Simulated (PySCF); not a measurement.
Computed shifts of a molecule CH₇F₂NSi₂, PySCF with PBE0/pcSseg-1, GIAO, gas phase, atoms alike by connectivity averaged where their shifts nearly agree, in ppm (number of nuclei): ¹⁵N: 21.7 (1). ¹³C: 37.1 (1). ²⁹Si: 8.6 (1), 6.8 (1). ¹⁹F: -229.0 (1), -237.9 (1). ¹H: 5.61 (1), 5.46 (2), 5.23 (1), 2.25 (1), 1.11 (1), 0.72 (1). References: ¹⁵N against NH3 (σ = 267.4 ppm); ¹³C against TMS (σ = 186.3 ppm); ²⁹Si against TMS (σ = 352.7 ppm); ¹⁹F against CFCl3 (σ = 167.2 ppm); ¹H against TMS (σ = 31.56 ppm), references at their B3LYP-D3(BJ)/def2-TZVP geometries, non-relativistic. The structure is a stationary point at r2SCAN-D4/def2-SVP. Other conformers were not sampled.

**Question.** Which structure fits?
A) C[Si](F)(F)[SiH2]N
B) NC([SiH2]F)[SiH2]F
C) N[Si@H](F)[C@H](F)[SiH3]
D) C[Si@H](F)N[SiH2]F

**Answer.** B, NC([SiH2]F)[SiH2]F
